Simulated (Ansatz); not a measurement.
Abstraction of H: GeH2(SiH3)2 + SiH(CH3)(OH) → GeH2(SiH2)(SiH3) + SiH2(CH3)(OH)

Species: GeH2(SiH3)2, singlet; SiH(CH3)(OH), doublet; GeH2(SiH2)(SiH3), doublet; SiH2(CH3)(OH), singlet. A radical takes H: the energy is the difference in strength between two Si–H bonds in different surroundings.

Shapes, held fixed at every level: PBE0-D4/def2-TZVP. Flexible molecules stand in one conformer, not always the lowest. Programs: Ansatz 0.2.0. The zero-point and thermal change to 298 K, harmonic and unscaled (PBE0-D4/def2-TZVP), is 0.0 kJ/mol.

```
               level                    kind  ΔH(298 K) (kJ/mol)  less CCSD(T)/def2-TZVPP
      MP2/def2-TZVPP     perturbation theory               -17.3                     +1.0
r2SCAN-D4/def2-TZVPP                meta-GGA               -14.0                     +4.3
  PBE0-D4/def2-TZVPP           global hybrid               -13.8                     +4.5
  wB97M-V/def2-TZVPP  range-separated hybrid               -16.4                     +1.9
   B2PLYP/def2-TZVPP           double hybrid               -15.0                     +3.3
    CCSD(T)/def2-SVP   coupled cluster or CI               -19.2                     -0.9
       CCSD/def2-SVP   coupled cluster or CI               -20.1                     -1.8
  CCSD(T)/def2-TZVPP   coupled cluster or CI               -18.3                      0.0
```

The highest level, CCSD(T)/def2-TZVPP, gives ΔH(298 K) = -18.3 kJ/mol; the levels span -20.1 to -13.8. The column of differences is taken from that level and isn't an error. No measured value is set beside it here. Open shells run unrestricted. Relativity is left out for Ge. Outer-core shells of Ge are correlated, in sets that cover them unevenly.
